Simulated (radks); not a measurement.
Results of a calculation; reference values are marked as such.
Spherical jellium clusters: N electrons in a uniform positive sphere of charge N and radius rs N^(1/3), rs = 2.29 bohr. Level of theory: non-relativistic Kohn-Sham, LDA (Slater exchange, Perdew-Wang correlation), spin-polarised, spherical densities (a radial shooting solver with Libxc functionals). Levels are named by radial order and angular momentum (1s, 1p, 1d, 2s, ...), and open shells are averaged over m.

N = 20, configuration 1s2 1p6 1d10 2s2. This is the lowest configuration that the search found. Occupied and some empty levels:

| level | occupation | eigenvalue (eV) | <r> (bohr) |
|---|---|---|---|
| 1s | 2 | -10.176 | 3.837 |
| 1p | 6 | -7.7840 | 4.683 |
| 1d | 10 | -4.9502 | 5.396 |
| 2s | 2 | -4.0671 | 5.037 |
| 1f | 0 | -1.9092 | 6.252 |
| 2p | 0 | -1.4601 | 7.213 |

Energy (eV): total -18.3989, kinetic 89.700, external -2023.9, Hartree 978.52, exchange-correlation -113.33, background 1050.6. Static polarisability (adiabatic kernel): 416.8 bohr^3, against R^3 = 240.2 for a classical metal sphere.
